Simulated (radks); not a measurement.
Ho XIV, 54 electrons, occupied as [Kr] 4d10 4f(5/2: 5, 7/2: 1) 5s2 (the NIST ground configuration). Calculated with a radial shooting solver on a logarithmic mesh with Libxc functionals: Dirac Kohn-Sham, relativistic LDA (MacDonald-Vosko exchange, VWN5 correlation), spin-unpolarised, spherical densities, finite nucleus; Fermi nuclear charge, rms radius 5.2022 fm. Some entries of the table are withheld. Estimate them.

| orbital | occ. | eigenvalue (eV) | <r^2> (bohr^2) |
|---|---|---|---|
| 1s1/2 | 2 | -55332.16 | 0.0005931 |
| 2s1/2 | 2 | -9490.821 | 0.009176 |
| 2p1/2 | 2 | -9056.815 | 0.006621 |
| 2p3/2 | 4 | -8209.935 | 0.007841 |
| 3s1/2 | 2 | -2334.487 | 0.06066 |
| 3p1/2 | 2 | -2142.596 | 0.05614 |
| 3p3/2 | 4 | -1965.520 | 0.06301 |
| 3d3/2 | 4 | -1633.407 | (1) |
| 3d5/2 | 6 | -1594.524 | (2) |
| 4s1/2 | 2 | (3) | (4) |
| 4p1/2 | 2 | -595.4946 | 0.3086 |
| 4p3/2 | 4 | -553.9724 | 0.3429 |
| 4d3/2 | 4 | -425.6109 | 0.3728 |
| 4d5/2 | 6 | -417.7446 | 0.3848 |
| 5s1/2 | 2 | -269.6191 | 1.272 |
| 4f5/2 | 5 | -259.4615 | 0.4614 |
| 4f7/2 | 1 | -258.0108 | 0.4678 |

Answer. 
(1) 3d3/2 <r^2> (bohr^2): 0.04971
(2) 3d5/2 <r^2> (bohr^2): 0.05161
(3) 4s1/2 eigenvalue (eV): -672.5241
(4) 4s1/2 <r^2> (bohr^2): 0.2978
